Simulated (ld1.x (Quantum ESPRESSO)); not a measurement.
## u(r) = r·R(r): atom against pseudo-atom (Sb (Z = 51))

Columns: radius, all-electron u(r) and pseudo u(r) of the 5s shell (level -12.83 eV) of antimony in the configuration [Kr] 4d10 5s2 5p3; PBE, scalar-relativistic, TM semilocal scheme, ld1.x (Quantum ESPRESSO) 7.5.

| r (bohr) | all-electron | pseudo |
| --- | --- | --- |
| 0.093 | -0.1556 | 0.0727 |
| 0.185 | 0.1601 | 0.1367 |
| 0.278 | 0.2250 | 0.1864 |
| 0.370 | 0.0229 | 0.2170 |
| 0.463 | -0.2104 | 0.2296 |
| 0.555 | -0.3487 | 0.2286 |
| 0.648 | -0.3738 | 0.2216 |
| 0.740 | -0.3083 | 0.2164 |
| 0.833 | -0.1854 | 0.2195 |
| 0.925 | -0.0378 | 0.2362 |
| 1.018 | 0.1161 | 0.2718 |
| 1.110 | 0.2594 | 0.3291 |
| 1.203 | 0.3877 | 0.4082 |
| 1.295 | 0.4950 | 0.4978 |
| 1.388 | 0.5830 | 0.5830 |
| 1.480 | 0.6506 | 0.6506 |
| 1.573 | 0.7010 | 0.7010 |
| 1.665 | 0.7353 | 0.7353 |
| 1.758 | 0.7563 | 0.7563 |
| 1.850 | 0.7658 | 0.7658 |
| 1.943 | 0.7658 | 0.7658 |
| 2.035 | 0.7580 | 0.7580 |
| 2.128 | 0.7439 | 0.7439 |
| 2.220 | 0.7248 | 0.7248 |
| 2.313 | 0.7017 | 0.7017 |
| 2.405 | 0.6759 | 0.6759 |

Question: How many radial nodes do the two functions have?

Answer: The all-electron 5s function has n − l − 1 = 4 (the table is too coarse to show those close to the nucleus); the pseudo-wave has 0, since the states of the same l below it are removed with the core.

Question: At about which radius was the pseudo-wave matched?

Answer: 1.45 bohr, where the columns begin to agree (steps of 0.09 bohr).

Question: Is the pseudo-wave norm-conserving?

Answer: Yes: the TM semilocal scheme keeps the norm inside the radius equal to the all-electron one, which fixes the energy derivative of the logarithmic derivative at the level.
